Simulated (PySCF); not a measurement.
Sn(H)(F)(Me)2 (C2H7FSn), SMILES [CH3][SnH]([CH3])[F].

Geometry: B3LYP-D3(BJ)/def2-SVP. The def2 effective core potentials stand for the cores of Sn; spin–orbit coupling is left out.

Computed with r2SCAN/def2-TZVP (PySCF).

Symmetry labels are those of the subgroup Cs that the program uses (full group Cs).

Q: List the valence orbital energies around the gap with their symmetry. (Estimate from the structure and the level; the computed values follow.)

A: 
```json
[
 {"orbital": "HOMO−7", "symmetry": "A'", "energy (eV)": "-10.53"},
 {"orbital": "HOMO−6", "symmetry": "A\"", "energy (eV)": "-10.37"},
 {"orbital": "HOMO−5", "symmetry": "A\"", "energy (eV)": "-10.33"},
 {"orbital": "HOMO−4", "symmetry": "A'", "energy (eV)": "-9.10"},
 {"orbital": "HOMO−3", "symmetry": "A'", "energy (eV)": "-8.81"},
 {"orbital": "HOMO−2", "symmetry": "A\"", "energy (eV)": "-8.75"},
 {"orbital": "HOMO−1", "symmetry": "A'", "energy (eV)": "-7.59"},
 {"orbital": "HOMO", "symmetry": "A\"", "energy (eV)": "-7.28"},
 {"orbital": "LUMO", "symmetry": "A'", "energy (eV)": "-0.56"},
 {"orbital": "LUMO+1", "symmetry": "A'", "energy (eV)": "-0.29"},
 {"orbital": "LUMO+2", "symmetry": "A\"", "energy (eV)": "0.58"},
 {"orbital": "LUMO+3", "symmetry": "A'", "energy (eV)": "1.21"}
]
```
